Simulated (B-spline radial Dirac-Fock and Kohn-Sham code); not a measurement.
Energy-loss ionisation edge N3 (4p3/2) of Pd

System: atomic palladium, 1s2 2s2 2p6 3s2 3p6 3d10 4s2 4p6 4d10. Method: the first Born approximation with generalised oscillator strengths from a Dirac-Hartree-Slater potential (longitudinal and transverse terms; continuum final states only, so no white lines or fine structure). Computed with a radial finite-basis atomic code. The edge is taken at 54.07 eV (orbital energy of the model).

Partial cross sections σ(β, Δ) in barn, integrated over a window Δ above the edge and up to the collection semi-angle β, for parallel illumination:

```
E₀ (kV)  β (mrad)  Δ = 25 eV  Δ = 50 eV  Δ = 100 eV  Δ = 200 eV  Δ = 300 eV
     60        20      66800      89600      102000      110000      113000
     60        50      78200     116000      145000      162000      168000
     60       100      78800     118000      150000      171000      181000
     80        10      44000      55100       61600       66300       68200
     80        50      63600      94200      119000      134000      140000
    100         5      30000      36100       40000       43000       44200
    100        10          ?          ?           ?           ?           ?
    120        10      36900      47200       53100       57300       59000
    120        20      45700      64100       75700       81800       84300
    120       100      48400      71500       90500      103000      110000
    200         5      23900      29300       32800       35500       36600
    200        50      35900      52600       66400       75800       80300
    200       100      35900      52600       66400       75900       80400
    300        50      29800      43400       54600       62300       66000
```

Question: Give the row for 100 kV and 10 mrad.

Answer: 39800 b for 25 eV, 50400 b for 50 eV, 56600 b for 100 eV, 61000 b for 200 eV, 62800 b for 300 eV.
